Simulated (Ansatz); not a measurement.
Ansatz (a quantum-chemistry and plane-wave program) input (B3LYP/6-31G*):

Ansatz 0.2 input:
```yaml
crystal:
  periodic: [false, false, false]
  atoms:
    - {symbol: Ge, position_ang: [-0.00000000, -0.00000000, -0.38851526]}
    - {symbol: F, position_ang: [0.00000000, 0.00000000, 1.38138759]}
basis:
  gaussian:
    orbitals: 6-31G*
hamiltonian:
  xc: {name: B3LYP}
total_charge: 1
```

Q: What final total energy does it give?

A: -2176.32366 Eh.
